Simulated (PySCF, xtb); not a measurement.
C₂H₇FSi₂, SMILES F[SiH2]/C=C\[SiH3].

GFN2-xTB (xtb 6.7.1) at its own geometry gives an orbital gap of 3.60 eV and a dipole moment of 1.77 D.

Geometry optimised at B3LYP-D3(BJ)/def2-SVP. The structure was generated by enumeration; whether it is a known compound was not checked. One conformer was computed; it need not be the lowest.

Q: What does PySCF with ωB97X/def2-TZVP give? (The exact figures need the calculation; the answer reports its results.)

A: gap 11.28 eV (levels -10.43 and 0.85 eV), dipole 1.99 D.
